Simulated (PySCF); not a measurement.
Delta-SCF ions had no search for a lower state. Excitations are Tamm–Dancoff values on a coarser integration grid. The basis has no diffuse functions, so Rydberg states are missing or too high.

C$_{4}$H$_{7}$NSi, SMILES `N#CC/C=C\[SiH3]` (charge 0, multiplicity 1)

Calculation: M06-2X/def2-TZVP // B3LYP-D3(BJ)/def2-TZVP in PySCF.

| Property | Result |
|---|---|
| HOMO | -9.48 eV |
| dipole moment | 3.83 D |
| HOMO–LUMO gap | 9.43 eV |
| LUMO | -0.05 eV |
| S1 excitation (TDA) | 6.70 eV |
| S1 oscillator strength | 0.007 |
| brightest of the four lowest singlets (TDA) | 7.44 eV |
| T1 excitation (TDA) | 4.62 eV |
| S1–T1 gap (TDA) | 2.08 eV |
| vertical ionisation energy (Delta-SCF) | 10.39 eV |
| total energy | -500.8050 Ha |
| cost | about 30 core-minutes (a rough figure) |

```xyz
13

N      3.3205    -0.0462    -1.3428
C      2.4248    -0.3178    -0.6753
C      1.2837    -0.6397     0.1791
C      0.5790     0.6031     0.6659
C     -0.7132     0.8846     0.5085
Si    -2.0499    -0.0872    -0.3601
H      0.6070    -1.2929    -0.3716
H      1.6592    -1.2108     1.0348
H      1.2230     1.3020     1.1922
H     -1.0461     1.8244     0.9453
H     -3.0888    -0.4812     0.6208
H     -1.5183    -1.3085    -1.0069
H     -2.6809     0.7704    -1.3898
```
Charge 0, spin multiplicity 1.
